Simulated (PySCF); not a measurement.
The free ion Mo+ in its d5 configuration. Only this configuration is treated; at so low a charge one with s electrons may lie lower or mix in.

Method (PySCF 2.14, density fitting): CASSCF(5,5) with orbitals averaged over all microstates of the shell, strongly contracted NEVPT2 on the averaged canonical orbitals; basis x2c-TZVPall; spin-free X2C; gas phase; spin-orbit coupling by state interaction with the mean-field operator over all roots.

**Question.** Which term lies lowest, and with what spin?

**Answer.** 6S (S = 5/2, orbital degeneracy 1), by NEVPT2.

**Question.** Which is the lowest state of another spin?

**Answer.** 4G at 18238 cm⁻¹ by NEVPT2; CASSCF alone puts it at 20382 cm⁻¹ above the same ground state.

**Question.** What magnetic behaviour follows?

**Answer.** The lowest spin-orbit level is 6-fold with J = 5/2; the next lies at 18137.0 cm⁻¹. μeff is 5.92 μB at 300 K and 5.92 μB at 10 K; the spin-only value is 5.92 μB.

The job took 3.5 s on one thread of Arm Neoverse V1 (shared host), with 63 basis functions, launched as `OMP_NUM_THREADS=1 python lf_run.py task.json out`.
